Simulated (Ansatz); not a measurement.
`CO[SiH2]CC[Si](F)(F)F` and `CC[Si](F)(F)F` differ in one atom or group.

Ansatz, PBE0-D4/def2-TZVP geometries, multiplicity 1. Each molecule was computed in one conformer, which needn't be the lowest.

```
                                        property  `CO[SiH2]CC[Si](F)(F)F`
               LUMO energy (PBE/def2-TZVPP) / eV                    -0.45
             HOMO–LUMO gap (PBE/def2-TZVPP) / eV                     6.25
            HOMO–LUMO gap (PBE0/def2-TZVPP) / eV                     8.64
             HOMO energy (B3LYP/def2-TZVPP) / eV                    -8.01
             LUMO energy (B3LYP/def2-TZVPP) / eV                     0.18
size of the dipole moment (B3LYP/def2-TZVPP) / D                     2.31
```

Q: Give the same properties after the change, and the shifts. (Estimate.)

A: Ansatz gave: 
```
                                        property  `CC[Si](F)(F)F`  shift
               LUMO energy (PBE/def2-TZVPP) / eV            -0.05   0.40
             HOMO–LUMO gap (PBE/def2-TZVPP) / eV             8.00   1.75
            HOMO–LUMO gap (PBE0/def2-TZVPP) / eV            10.29   1.65
             HOMO energy (B3LYP/def2-TZVPP) / eV            -9.30  -1.29
             LUMO energy (B3LYP/def2-TZVPP) / eV             0.44   0.26
size of the dipole moment (B3LYP/def2-TZVPP) / D             2.51   0.20
```

With PBE0 the HOMO falls by 1.28 eV and the LUMO rises by 0.36 eV, so the gap widens by about 1.64 eV. PBE moves the HOMO by -1.35 eV and ωB97M-V by -1.18 eV. Dipoles are sizes alone; their direction can turn.

B3LYP here is the variant with VWN-RPA as its local correlation; programs differ in this.
